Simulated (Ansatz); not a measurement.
Consider the substitution at a C–C bond: `C=CCCCC` + `CO[SiH2]N` → `CN[SiH2]OC` + `C=CCCC`.

Calculated with Ansatz (gas phase, PBE0-D4/def2-TZVP geometries, no zero-point term in ΔE). CCSD(T)/CBS is the MP2 limit (def2-TZVPP, def2-QZVPP) plus CCSD(T) − MP2 in def2-TZVPP, frozen cores. This one scheme is used for every species. DFT in def2-TZVPP. B3LYP here is the variant with VWN-RPA as its local correlation; programs differ in this. Each species was taken in one conformer, which may not be the lowest.

`C=CCCCC`:

Z-matrix (Å, degrees):
```
C
C 1 1.492
C 1 1.530 2 112.8
H 1 1.094 2 109.6 3 -123.7
H 1 1.097 2 109.0 3 120.3
C 2 1.326 1 125.4 3 121.9
H 2 1.090 1 115.8 3 -57.4
C 3 1.523 1 114.5 2 -61.1
H 3 1.096 1 108.7 2 176.3
H 3 1.096 1 108.7 2 61.1
H 6 1.086 2 121.3 1 0.4
H 6 1.084 2 121.7 1 -179.9
C 8 1.520 3 113.9 1 -62.6
H 8 1.095 3 109.3 1 60.0
H 8 1.095 3 108.5 1 175.5
H 13 1.094 8 111.2 3 -55.8
H 13 1.092 8 111.7 3 64.5
H 13 1.092 8 111.2 3 -175.7
```

`CO[SiH2]N`:

Cartesian coordinates in Å:
```
C 1.532 0.476 0.648
O 0.681 -0.643 0.694
Si -0.904 -0.572 0.262
N -1.233 -0.154 -1.359
H 1.682 0.824 -0.380
H 1.137 1.309 1.242
H 2.502 0.190 1.061
H -1.584 0.473 1.075
H -1.389 -1.942 0.536
H -1.408 0.793 -1.644
H -1.017 -0.754 -2.137
```

`CN[SiH2]OC`:

```xyz
14

C    -0.702   -1.572    0.972
N    -1.261   -0.301    0.567
Si   -0.402    1.163    0.411
O     0.354    1.448   -1.025
C     1.412    0.649   -1.491
H    -1.352   -2.087    1.686
H     0.255   -1.403    1.471
H    -0.518   -2.250    0.130
H    -2.181   -0.371    0.161
H     0.639    1.124    1.476
H    -1.356    2.287    0.528
H     1.870    1.144   -2.350
H     2.184    0.507   -0.724
H     1.057   -0.338   -1.811
```

`C=CCCC`:

Cartesian coordinates in Å:
```
C -0.260 1.027 2.427
C 0.297 1.037 1.224
C 0.446 -0.151 0.335
C -0.282 0.010 -0.997
C -0.087 -1.182 -1.917
H -0.347 1.929 3.022
H -0.647 0.111 2.862
H 0.669 1.980 0.824
H 1.512 -0.320 0.131
H 0.081 -1.045 0.850
H 0.072 0.922 -1.492
H -1.348 0.164 -0.803
H -0.618 -1.049 -2.863
H -0.459 -2.101 -1.455
H 0.971 -1.334 -2.148
```

Is it downhill or uphill in electronic energy at CCSD(T)/CBS, and by how much? (An estimate is asked.)

Ansatz gave: Uphill: ΔE = +9.6 kcal/mol.

What do these levels give: B3LYP-D4, ωB97M-V, PBE, MP2/def2-TZVPP, HF/def2-QZVPP, SCS-MP2/def2-QZVPP? (Estimate.)

Computed: B3LYP-D4 8.2, ωB97M-V 9.2, PBE 7.7, MP2/def2-TZVPP 10.2, HF/def2-QZVPP 7.2, SCS-MP2/def2-QZVPP 9.4 kcal/mol.

Largest T1 diagnostic among the species: 0.011.

The D4 term adds +0.9 kcal/mol with B3LYP and +0.5 kcal/mol with PBE0; it sums over pairs of atoms, weighted by their polarisabilities, and B3LYP, whose exchange is more repulsive, gets the larger term. In def2-TZVPP, CCSD(T) changes the Hartree–Fock value by +2.0 kcal/mol (the triples alone add +0.2 kcal/mol) and MP2 by +2.9 kcal/mol.
